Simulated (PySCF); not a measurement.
SMILES c1cc(c(cc1)C=O)C(=O)OC, GFN2-xTB optimised geometry.

```
20

C     -2.67    -2.39    -0.57
O     -1.82    -1.25    -0.56
C     -0.63    -1.41     0.03
O     -0.28    -2.46     0.54
C      0.17    -0.16     0.00
C     -0.51     1.06     0.00
C      0.18     2.26     0.01
C      1.57     2.26     0.01
C      2.26     1.06     0.00
C      1.58    -0.16     0.00
C      2.40    -1.39    -0.05
O      3.60    -1.38    -0.03
H     -3.60    -2.07    -1.02
H     -2.83    -2.75     0.45
H     -2.22    -3.19    -1.15
H     -1.58     1.05     0.00
H     -0.36     3.19     0.01
H      2.11     3.19     0.02
H      3.33     1.03    -0.01
H      1.83    -2.33    -0.11
```

Density from PySCF with PBE0/def2-SVP at that geometry.

Minimum of the electron density along straight lines between bonded atoms, close to the bond critical point (lines longer than 1.1 times the sum of covalent radii, or with two minima, are not listed):

| bond | length / Å | ρ at the minimum / e bohr⁻³ | ∇²ρ there / e bohr⁻⁵ | position (fraction from the first atom) |
|---|---|---|---|---|
| C1–O2 | 1.420 | … | … | 0.34 |
| O2–C3 | 1.340 | 0.305 | -0.37 | 0.67 |
| C3–O4 | 1.206 | 0.418 | 0.30 | 0.33 |
| C3–C5 | 1.488 | 0.268 | -0.67 | 0.51 |
| C5–C6 | 1.392 | 0.308 | -0.77 | 0.51 |
| C6–C7 | 1.384 | 0.313 | -0.81 | 0.50 |
| C7–C8 | 1.386 | 0.312 | -0.81 | 0.50 |
| C8–C9 | 1.381 | 0.315 | -0.82 | 0.50 |
| C5–C10 | 1.405 | 0.299 | -0.73 | 0.51 |
| C9–C10 | 1.395 | 0.307 | -0.77 | 0.50 |
| C10–C11 | 1.478 | 0.272 | -0.67 | 0.50 |
| C11–O12 | 1.206 | 0.411 | … | 0.33 |
| C1–H13 | 1.087 | 0.286 | -1.12 | 0.64 |
| C1–H14 | 1.092 | 0.283 | -1.09 | 0.64 |
| C1–H15 | 1.092 | 0.282 | -1.09 | 0.64 |
| C6–H16 | 1.079 | 0.287 | -1.12 | 0.64 |
| C7–H17 | 1.080 | 0.285 | -1.10 | 0.63 |
| C8–H18 | 1.080 | 0.285 | -1.10 | 0.63 |
| C9–H19 | 1.080 | 0.286 | -1.13 | 0.65 |
| C11–H20 | 1.100 | 0.285 | -1.13 | 0.65 |

### Question
Some entries are withheld; supply them.

### Answer

- C1–O2, ρ at the minimum / e bohr⁻³: 0.244
- C1–O2, ∇²ρ there / e bohr⁻⁵: -0.27
- C11–O12, ∇²ρ there / e bohr⁻⁵: 0.48
